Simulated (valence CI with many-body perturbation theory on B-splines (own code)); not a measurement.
# Tb51+: one-electron terms

Calculated by relativistic CI+MBPT: four valence electrons over a frozen Dirac-Fock core [Ne], radial functions for each j: 11 s, 11 p, 10 d, 8 f, 5 g, 2 h, with the one-electron correlation potential Σ1 (screened to all orders), the two-electron term Σ2, the three-electron term Σ3, Breit, model QED; selected single and double excitations, second order for the rest, scaled by the run's own slope (own B-spline code, finite nucleus).

No measured spectrum was set against this ion. As an estimate, large intervals hold to a few tenths of a per cent, small ones and those within an open d or f shell to about a per cent. Among the levels kept, up to 590 cm⁻¹ of a level comes from second order outside the variational space, and about a tenth of that is noise between levels of different J, which matters for small intervals.

These are the spectroscopic orbitals of the CI (the correlating ones are not listed), shaped by the core and the other valence electrons. h is the expectation value of the core's Dirac-Fock operator, without the valence repulsion; Σ1 is computed up to l = 3 at one energy for each symmetry, that of its lowest orbital but kept below the first core excitation, so for empty shells it is not the orbital's own correlation shift; Breit and QED include the response of the core.

```csv
Orbital,h (hartree),Σ1 (cm⁻¹),Breit (cm⁻¹),QED (cm⁻¹),⟨r⟩ (bohr)
3s1/2,-191.9,-7012,29493,24000,0.2179
4s1/2,-104.43,-2355,11420,9595,0.4037
5s1/2,-65.506,-1079,5454,4689,0.6488
6s1/2,-44.884,-589,3051,2641,0.9508
7s1/2,-32.659,-358,1879,1632,1.311
8s1/2,-24.824,-234,1239,1079,1.728
3p1/2,-187.06,-9092,49406,702,0.2057
4p1/2,-102.41,-2993,19215,297,0.3948
5p1/2,-64.491,-1379,9318,150,0.6422
6p1/2,-44.304,-755,5242,86.0,0.9470
7p1/2,-32.298,-460,3239,53.7,1.309
8p1/2,-24.584,-301,2141,35.8,1.729
3p3/2,-179.5,-7984,28251,2949,0.2156
4p3/2,-99.322,-2723,10977,1192,0.4080
5p3/2,-62.941,-1272,5768,594,0.6587
6p3/2,-43.418,-702,3256,338,0.9669
7p3/2,-31.745,-430,2017,211,1.333
8p3/2,-24.216,-283,1337,140,1.756
3d3/2,-173.59,-9875,22839,-728,0.1850
4d3/2,-97.057,-2761,8205,-238,0.3817
5d3/2,-61.828,-1231,3900,-109,0.6357
6d3/2,-42.789,-668,2174,-59.8,0.9471
7d3/2,-31.355,-406,1338,-36.4,1.316
3d5/2,-171.83,-8907,10958,249,0.1880
4d5/2,-96.299,-2481,3893,157,0.3854
5d5/2,-61.439,-1108,1897,89.0,0.6402
6d5/2,-42.564,-602,1061,53.8,0.9525
7d5/2,-31.213,-366,654,34.7,1.322
4f5/2,-95.077,-2394,818,-124,0.3365
5f5/2,-60.83,-1161,557,-66.1,0.5937
6f5/2,-42.218,-654,349,-38.8,0.9082
7f5/2,-30.997,-405,232,-24.6,1.280
4f7/2,-94.753,-2287,228,53.4,0.3383
5f7/2,-60.663,-1105,155,24.5,0.5958
6f7/2,-42.121,-621,93.3,13.5,0.9106
7f7/2,-30.936,-385,62.0,8.3,1.283
5g7/2,-60.54,,18.4,-29.1,0.5243
6g7/2,-42.049,,18.2,-17.2,0.8398
7g7/2,-30.89,,14.3,-11.0,1.213
5g9/2,-60.443,,3.3,21.8,0.5257
6g9/2,-41.992,,3.3,12.4,0.8413
7g9/2,-30.855,,2.5,7.7,1.215
6h9/2,-41.974,,,,0.7473
6h11/2,-41.937,,,,0.7483
```

Among the shells of the start configuration 3s2 3p2, Σ1 is largest in size for 3p1/2, where it is 0.022 % of h.

Lowest root of each symmetry, sizes in configuration state functions:

```csv
J,Parity,Roots,Reference,Variational,Second order,Change by selected CI (cm⁻¹),Change by second order (cm⁻¹)
0,even,13,61,22305,54488,-10030,0
1,even,18,125,31999,149619,-8665,-45
2,even,26,164,31999,232613,-9534,-189
3,even,16,123,31998,268466,-11314,-190
4,even,11,79,31995,260819,-11044,-240
5,even,3,28,31998,144099,-11124,-38
0,odd,10,54,23993,40889,-9214,-1
1,odd,25,143,32000,149924,-10056,-111
2,odd,29,174,31996,232198,-7965,-209
3,odd,23,147,31999,268625,-10303,-285
4,odd,14,91,31996,260474,-9389,-260
5,odd,5,40,31996,183632,-15175,-108
6,odd,2,12,22934,82288,-11400,-18
```
